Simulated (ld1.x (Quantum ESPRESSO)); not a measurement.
**What one change does to a pseudopotential (Cl (Z = 17), TM)**

* Element: chlorine
* Generator: ld1.x (Quantum ESPRESSO) 7.5
* Type: norm-conserving Troullier–Martins (Kleinman–Bylander form)
* Functional: PBE
* Relativity: scalar-relativistic
* Frozen core: [Ne]
* Valence charge: 7
* Reference configuration: 3s2 3p3.5 (charge +1.5)
* Partial waves: 3s (bound): rc 1.20 bohr; 3d channel at 0.45 Ry: rc 1.45 bohr; 3p (bound): rc 1.45 bohr
* Local potential: the p channel
* Core correction: Bessel-smoothed model core inside 0.80 bohr

Change: local potential all-electron potential smoothed inside 1.40 bohr (lloc = -2).

Cutoffs: the cutoffs (Ry, on a coarse ladder) from which the occupation-weighted sum of valence levels, in a spherical-Bessel basis at the reference potential, stays within 10 and 1 mRy of its value at 400 Ry; they do not see the model core or the augmentation charge, which bear on the density cutoff. Errors are all-electron minus pseudo energies relative to the spin-unpolarised reference configuration.

Task: How do hardness, ghosts and transferability respond?

Result: The potential gets neither clearly harder nor softer (50 Ry and 80 Ry → 50 Ry and 80 Ry); of the 7 tests that both files solve, the error grows in 2 and shrinks in 0 by more than 15 % and 0.3 meV (median size 10.3 → 11.2 meV); the range in which the s phases agree narrows (upper end 4.8 → 3.6); neither file shows a bound ghost.

| quantity | base | changed |
| --- | --- | --- |
| cutoff, loose | 50 Ry | 50 Ry |
| cutoff, tight | 80 Ry | 80 Ry |
| bound ghosts | none | none |
| error for 3s2 3p5, meV [ΔE -25.07 eV] | +13 | +15 |
| error for 3s2 3p4, meV [ΔE -11.19 eV] | +2.9 | +3.2 |
| error for 3s2 3p3, meV [ΔE 14.26 eV] | +1.7 | +2.1 |
| error for 3s2 3p4.5, meV [ΔE -19.48 eV] | +8.0 | +8.9 |
| error for 3s2 3p2, meV [ΔE 52.56 eV] | +31 | +34 |
| error for 3s1 3p6, meV [ΔE -12.91 eV] | +10 | +11 |
| error for 3s2 3p1, meV [ΔE 104.81 eV] | +117 | +130 |
| s: phases at 1.60 bohr within 0.05 rad from the reference energy up to (Ry; the scan ends near 5) | 4.8 | 3.6 |
| p: phases at 1.60 bohr within 0.05 rad from the reference energy up to (Ry; the scan ends near 5) | to the end of the scan | to the end of the scan |
| d: phases at 1.60 bohr within 0.05 rad from the reference energy up to (Ry; the scan ends near 5) | to the end of the scan | to the end of the scan |
